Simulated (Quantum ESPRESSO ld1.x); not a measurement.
The numbers below are computed, except where a source is named.
Problem. These are the eigenvalues of the occupied orbitals of an atom or ion with whole-number occupations (eV). Level of theory: Dirac Kohn-Sham, PBEsol, spin-unpolarised, spherical densities, point nucleus (ld1.x of Quantum ESPRESSO 7.5).

orbital  eigenvalue
1s1/2      -31599.7
2s1/2      -4851.95
2p1/2      -4547.02
2p3/2      -4272.74
3s1/2      -972.395
3p1/2      -847.012
3p3/2      -795.898
3d3/2      -574.557
3d5/2      -563.864
4s1/2      -172.774
4p1/2      -129.673
4p3/2      -119.930
4d3/2      -51.1821
4d5/2      -49.7106
5s1/2      -23.3141
5p1/2      -14.2162
5p3/2      -13.2831

Which element is it, and in what charge state? The configuration may be excited. Open shells, if any, fill j = l - 1/2 first.

Solution. Z = 52, tellurium, charge +1: Te+ in [Kr] 4d10 5s2 5p3. The list shows which subshells hold electrons but not how many an open one holds; the 1s level, -1161.3 hartree, gives Z - s = 48.2 by -(Z - s)^2/2, which with screening and relativity narrows Z to a few neighbours, and the depths of the outer levels then fix element, charge and occupations together.
